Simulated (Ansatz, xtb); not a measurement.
**A geometry optimisation of ClH5Si2Sn with r2SCAN-D4/def2-SVP**

The starting geometry of this gas-phase singlet was built from a drawn formula by distance geometry and a force field; its bonds are those of `[SiH][SiH2][SnH2][Cl]`.

```xyz
9

Cl   -0.2954   -2.0038   -1.7588
Si   -3.0161    1.3646   -0.5896
Si   -1.5758    0.6167    0.9171
Sn   -1.0844   -1.7740    0.4574
H    -2.4517    1.2296   -1.9242
H    -2.1046    0.7446    2.2793
H    -0.3272    1.4238    0.8405
H    -2.5126   -2.7569    0.6236
H     0.1904   -2.3324    1.5612
```

Q: Where would you expect an optimisation with r2SCAN-D4/def2-SVP to take it?

A: New bonds form, giving a structure with Cl1 bridging Sn4 and Si3, given below by its coordinates. Distances that change by over a tenth: Cl1–Sn4 (2.36 → 2.76 Å), Si3–Sn4 (2.48 → 3.07 Å). Contacts that close: Cl1–Si3 (3.96 → 2.25 Å), Si2–Sn4 (3.83 → 2.56 Å).

The energy falls by 1.43 eV over 45 steps:

```json
{"step": "1", "E − E(last) (eV)": "1.431"}
{"step": "6", "E − E(last) (eV)": "0.870"}
{"step": "11", "E − E(last) (eV)": "0.740"}
{"step": "16", "E − E(last) (eV)": "0.705"}
{"step": "21", "E − E(last) (eV)": "0.703"}
{"step": "25", "E − E(last) (eV)": "0.692"}
{"step": "30", "E − E(last) (eV)": "0.669"}
{"step": "35", "E − E(last) (eV)": "0.554"}
{"step": "40", "E − E(last) (eV)": "0.083"}
{"step": "45", "E − E(last) (eV)": "0.000"}
```

Final geometry (Å):

```yaml
atoms:
  - { symbol: Cl, position_ang: [0.3500, -0.8141, -0.1853] }
  - { symbol: Si, position_ang: [-3.1552, 0.5066, 0.3028] }
  - { symbol: Si, position_ang: [-0.8561, 0.9163, 0.6091] }
  - { symbol: Sn, position_ang: [-2.1580, -1.8491, 0.2950] }
  - { symbol: H, position_ang: [-2.9198, 0.4862, -1.2113] }
  - { symbol: H, position_ang: [-0.3519, 0.9357, 2.0156] }
  - { symbol: H, position_ang: [-0.2392, 2.0727, -0.1084] }
  - { symbol: H, position_ang: [-2.2046, -2.9999, -0.9915] }
  - { symbol: H, position_ang: [-1.6426, -2.7422, 1.6806] }
```

From the same start GFN2-xTB ends elsewhere, differing in Cl1–Si2 (2.29 against 3.78 Å here), Cl1–Si3 (3.38 against 2.25 Å here), Si2–Sn4 (3.64 against 2.56 Å here), Si3–Sn4 (2.85 against 3.07 Å here).

The end wasn't checked by frequencies. Atoms past krypton carry core potentials, without spin–orbit terms. Run with Ansatz 0.2.0, 78 s on 2 threads of Intel(R) Xeon(R) 6975P-C (Granite Rapids) (shared host).
